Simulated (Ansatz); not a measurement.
Complex (SMILES): N (NH3) with F (HF), atoms 1 to 4 the first; geometry from B3LYP-D3(BJ)/def2-TZVP, monomers rigid:
```xyz
6

N     -0.5698    -0.2403    -0.1194
H     -0.4344     0.5969    -0.6751
H     -0.4917     0.0187     0.8578
H      0.1864    -0.8813    -0.3329
F     -2.9138    -1.3411    -0.6221
H     -2.0588    -0.9396    -0.4388
```

Basis-set convergence of the counterpoise-corrected interaction energy at HF with Ansatz (a program for electronic structure). All functions are spherical. No added dispersion term, no relativity. Functions are those of the species that has most. Reference: the value in aug-pcseg-3, -11.65 kcal/mol, itself unsure by roughly 0.02 kcal/mol (its mean distance from aug-cc-pVQZ, def2-QZVPPD). Deviations are taken from unrounded values.

| basis | functions | counterpoise-corrected interaction energy (kcal/mol) | minus reference (kcal/mol) |
|---|---|---|---|
| def2-SVPD | 75 | -12.03 | -0.38 |
| aug-cc-pVDZ | 82 | -11.53 | 0.12 |
| aug-pcseg-1 | 82 | -11.68 | -0.03 |
| def2-TZVPD | 113 | -11.56 | 0.08 |
| jun-cc-pV(T+d)Z | 134 | -11.65 | 0.00 |
| def2-TZVPPD | 145 | -11.63 | 0.02 |
| aug-cc-pVTZ | 184 | -11.64 | 0.00 |
| aug-pcseg-2 | 184 | -11.62 | 0.03 |
| def2-QZVPPD | 261 | -11.62 | 0.02 |
| aug-cc-pVQZ | 344 | -11.63 | 0.02 |
| aug-pcseg-3 | 366 | -11.65 | 0.00 |

The smallest set listed that lies within 0.2 kcal/mol of the reference with all its larger relatives (same family, alike in diffuse functions; a set with none counts only in the reference's own line) is aug-cc-pVDZ (82 functions, 0.12 kcal/mol off), level with aug-pcseg-1.
